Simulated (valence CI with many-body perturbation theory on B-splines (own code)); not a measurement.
## Cs XLIII: calculated level list

Method: valence CI with perturbative core correlation (CI+MBPT): three valence electrons over a frozen Dirac-Fock core [Ne], a basis of 9 s, 9 p, 8 d, 6 f, 3 g, 1 h functions for each j, with the one-electron correlation potential Σ1, the two-electron term Σ2, the three-electron term Σ3, Breit, model QED; selected CI, second order for the rest, scaled by the run's own slope (own B-spline code, finite nucleus).

The last digits are not significant, and no measured levels were compared; by estimate large intervals hold to a few tenths of a per cent, small ones and those within an open d or f shell to about a per cent.

Levels 1 to 36 of 36, with energies above the lowest level, (3s^2 3p1/2) J=1/2. "Leading %" is the weight of the configuration and term that name the level; weights of strongly mixed levels are sums over their largest components and can fall short, so below about 35 % the name and the second component can differ from the true leading terms, or belong to a minority configuration. In the jj column 3d3/2^4 stands for four electrons in 3d with j = 3/2.

```
No.  Configuration  Term    J  E (Ry)  Leading %      g   Second component              Leading jj
  1         3s2 3p   2P°  1/2   0.000         99  0.657                          3s^2 3p1/2 (99 %)
  2         3s2 3p   2P°  3/2   6.612         98  1.327                          3s^2 3p3/2 (98 %)
  3         3s 3p2    4P  1/2   7.673         65  2.288     25 % 3s 3p2 2S       3s 3p1/2^2 (95 %)
  4         3s 3p2    4P  3/2  12.955         92  1.667      5 % 3s 3p2 2D   3s 3p1/2 3p3/2 (98 %)
  5         3s 3p2    2D  5/2  13.801         52  1.374     45 % 3s 3p2 4P   3s 3p1/2 3p3/2 (95 %)
  6         3s 3p2    2D  3/2  14.959         62  0.933     22 % 3s 3p2 2P   3s 3p1/2 3p3/2 (83 %)
  7         3s 3p2    2P  1/2  15.557         71  1.187     23 % 3s 3p2 4P   3s 3p1/2 3p3/2 (93 %)
  8         3s2 3d    2D  3/2  18.291         83  0.843      9 % 3s 3p2 2P       3s^2 3d3/2 (83 %)
  9         3s2 3d    2D  5/2  18.933         65  1.296     26 % 3s 3p2 4P       3s^2 3d5/2 (65 %)
 10         3s 3p2    2D  5/2  20.856         39  1.310     31 % 3s2 3d 2D       3s 3p3/2^2 (64 %)
 11         3s 3p2    2S  1/2  22.206         69  1.840     17 % 3s 3p2 2P       3s 3p3/2^2 (97 %)
 12         3s 3p2    2P  3/2  22.572         66  1.198     26 % 3s 3p2 2D       3s 3p3/2^2 (95 %)
 13            3p3   2P°  3/2  22.759         35  1.237       25 % 3p3 2D°    3p1/2^2 3p3/2 (79 %)
 14       3s 3p 3d   4F°  3/2  23.786         78  0.536  12 % 3s 3p 3d 2D°   3s 3p1/2 3d3/2 (90 %)
 15       3s 3p 3d   4F°  5/2  24.368         54  1.050  18 % 3s 3p 3d 2D°   3s 3p1/2 3d3/2 (91 %)
 16       3s 3p 3d   4D°  1/2  25.679         68  0.349  24 % 3s 3p 3d 2P°   3s 3p1/2 3d3/2 (95 %)
 17       3s 3p 3d   4D°  3/2  25.778         46  1.326  25 % 3s 3p 3d 4P°   3s 3p1/2 3d3/2 (78 %)
 18       3s 3p 3d   4P°  5/2  25.972         36  1.336  26 % 3s 3p 3d 4D°   3s 3p1/2 3d5/2 (95 %)
 19       3s 3p 3d   4F°  7/2  26.452         57  1.255  22 % 3s 3p 3d 4D°   3s 3p1/2 3d5/2 (92 %)
 20       3s 3p 3d   2F°  5/2  27.005         37  1.109  16 % 3s 3p 3d 4P°   3s 3p1/2 3d5/2 (86 %)
 21       3s 3p 3d   2D°  3/2  27.114         38  1.229       25 % 3p3 4S°   3s 3p1/2 3d5/2 (56 %)
 22            3p3   2D°  5/2  29.315         64  1.102  28 % 3s 3p 3d 2F°    3p1/2 3p3/2^2 (64 %)
 23            3p3   2D°  3/2  29.729         43  1.259       30 % 3p3 4S°    3p1/2 3p3/2^2 (71 %)
 24            3p3   2P°  1/2  30.086         84  0.665  15 % 3s 3p 3d 2P°    3p1/2 3p3/2^2 (84 %)
 25       3s 3p 3d   4P°  3/2  31.183         41  1.357  41 % 3s 3p 3d 4D°   3s 3p3/2 3d3/2 (97 %)
 26       3s 3p 3d   4D°  5/2  31.215         53  1.279  17 % 3s 3p 3d 4F°   3s 3p3/2 3d3/2 (83 %)
 27       3s 3p 3d   4P°  1/2  31.244         87  2.329  12 % 3s 3p 3d 4D°   3s 3p3/2 3d3/2 (97 %)
 28       3s 3p 3d   4D°  7/2  31.379         48  1.307  35 % 3s 3p 3d 4F°   3s 3p3/2 3d3/2 (71 %)
 29       3s 3p 3d   4F°  9/2  31.616        100  1.327                     3s 3p3/2 3d5/2 (100 %)
 30       3s 3p 3d   2D°  3/2  32.492         57  1.057  26 % 3s 3p 3d 4P°   3s 3p3/2 3d5/2 (55 %)
 31       3s 3p 3d   2D°  5/2  32.840         48  1.334  36 % 3s 3p 3d 4P°   3s 3p3/2 3d5/2 (94 %)
 32         3p2 3d    4F  3/2  33.379         40  0.754     26 % 3p2 3d 2D    3p1/2^2 3d3/2 (98 %)
 33       3s 3p 3d   2D°  3/2  33.429         43  1.152  32 % 3s 3p 3d 2P°   3s 3p3/2 3d3/2 (45 %)
 34       3s 3p 3d   2F°  7/2  33.534         86  1.173  12 % 3s 3p 3d 4D°   3s 3p3/2 3d5/2 (78 %)
 35       3s 3p 3d   2F°  5/2  33.713         74  0.932   9 % 3s 3p 3d 2D°   3s 3p3/2 3d3/2 (90 %)
 36       3s 3p 3d   2P°  1/2  33.857         75  0.612  18 % 3s 3p 3d 4D°   3s 3p3/2 3d3/2 (78 %)
```

The ionisation energy to 3s2 1S_0 of the next ion comes out as 3215 eV (NIST: 3214 ± 4 eV (theoretical)). All 36 levels together are meant to be complete up to 34.154 Ry.
